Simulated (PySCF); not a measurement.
MS for M along the chalcogens

r²SCAN with triple-zeta basis sets in PySCF, for the lowest determinant that a PBE0 search found; no spin–orbit coupling. De refers to high-spin ground-configuration atoms. A positive dipole means M(−)S(+).

```json
{"M": "O", "basis": "x2c-TZVPPall", "state (unpaired electrons)": "triplet (π ↑↑)", "Re (Å)": "1.490", "ωe (cm⁻¹)": "1155", "De (eV)": "5.72", "μ (D)": "1.49"}
{"M": "S", "basis": "x2c-TZVPPall", "state (unpaired electrons)": "triplet (π ↑↑)", "Re (Å)": "1.897", "ωe (cm⁻¹)": "729", "De (eV)": "4.81", "μ (D)": "n/a"}
{"M": "Se", "basis": "def2-TZVPP", "state (unpaired electrons)": "triplet (π ↑↑)", "Re (Å)": "2.038", "ωe (cm⁻¹)": "562", "De (eV)": "4.28", "μ (D)": "-0.53"}
{"M": "Te", "basis": "def2-TZVPP", "state (unpaired electrons)": "triplet (π ↑↑)", "Re (Å)": "2.231", "ωe (cm⁻¹)": "482", "De (eV)": "3.84", "μ (D)": "-1.58"}
```

**Question.** By what factor does the harmonic wavenumber vary along the series?

**Answer.** At r²SCAN it runs from 482 cm⁻¹ (TeS) to 1155 cm⁻¹ (SO), a factor of 2.40.

The rows differ in basis set, which adds steps of its own.

Relativity is treated differently too: O spin-free X2C; S spin-free X2C; Se no relativity; Te scalar-relativistic core potentials.

Down a group bonds as a rule get longer and wavenumbers fall, partly through the reduced mass; this series shows no clear exception.

Spin–orbit coupling is left out, which matters for elements this heavy, above all for dissociation energies. States were picked by a PBE0 search and need not be the measured ground states.
